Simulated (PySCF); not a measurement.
Vertical excitations of a molecule F2H4OSi2 from TDDFT-PBE/def2-SVPD (PySCF), as energy in eV (oscillator strength): 7.21 (0.126), 7.47 (0.005), 7.54 (0.070), 7.64 (0.035), 7.72 (0.032), 7.77 (0.009), 7.93 (0.002), 8.04 (0.014), 8.09 (0.000), 8.16 (0.034). Lowest triplet (TDA): 6.47 eV. Geometry optimised at B3LYP-D3(BJ)/def2-SVP. The values are those of a single conformer.

Question: Pick the molecule that these values belong to.
A) O[Si](F)(F)[SiH3]
B) O[SiH2][SiH](F)F
C) F[SiH2]O[SiH2]F
D) O[Si@@H](F)[SiH2]F

Answer: A, O[Si](F)(F)[SiH3]
